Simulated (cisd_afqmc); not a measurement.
Input (AFQMC/CISD/cc-pVDZ; cisd_afqmc is a phaseless AFQMC code with CISD trial states that reads the integrals written by Ansatz):

Ansatz 0.2 input:
```python
import cisd_afqmc

open("ham.yaml", "w").write("""\
crystal:
  periodic: [false, false, false]
  atoms:
    - {symbol: C, position_ang: [-1.10482799, 0.00685239, -0.02645507]}
    - {symbol: N, position_ang: [0.31271397, -0.00193952, 0.00748792]}
    - {symbol: C, position_ang: [1.47683890, -0.00915969, 0.03536285]}
    - {symbol: H, position_ang: [-1.46003960, -0.68901516, -0.78610308]}
    - {symbol: H, position_ang: [-1.49901660, -0.29209176, 0.94448251]}
    - {symbol: H, position_ang: [-1.46200701, 1.00852736, -0.26424163]}
basis:
  gaussian:
    orbitals: cc-pVDZ
magnetization: {spin_polarized: false}
correlation: {method: ccsd, electrons: outside_noble_gas, hamiltonian_folder: ham}
""")
rep = cisd_afqmc.ansatz("ham.yaml")
e_ccsd = rep["correlation"]["coupled_cluster"]["energy"]["hartree"]
out = cisd_afqmc.run("ham", e_ccsd, trial="CISD", walkers=100, populations=8, threads=8, dt=0.005, steps=40, early=24, settle=10, least=32,
    cut=5e-5, rank_cut=2e-4, target=0.0004, seconds=1500, seed=1, memory=17280, gpu=False)
```

Output:

```
orbitals 54, occupied [8], factors 313 of 531, rank of the doubles 183 of 368
E(HF) = -131.905263
E(CCSD) on the cut factors = -132.343154, shift to the whole factors -0.000016
Energy of the trial state on the determinant = -132.343159
  tau behind 7.2 of longer steps, mean of the populations' last blocks
   2.0  -132.36177
   4.0  -132.36143
   6.0  -132.36623
   8.0  -132.35927
  10.0  -132.36229
  12.0  -132.36330
  14.0  -132.36206
  16.0  -132.35945
  18.0  -132.35805
  20.0  -132.36078
  22.0  -132.36063
  24.0  -132.36060
  26.0  -132.36303
blocks 1178 (2 outliers left out), error by blocks joined: 1: 0.00023, 2: 0.00029, 4: 0.00034, 8: 0.00038, 16: 0.00040
E(AFQMC/CISD) = -132.36149 +/- 0.00040
```
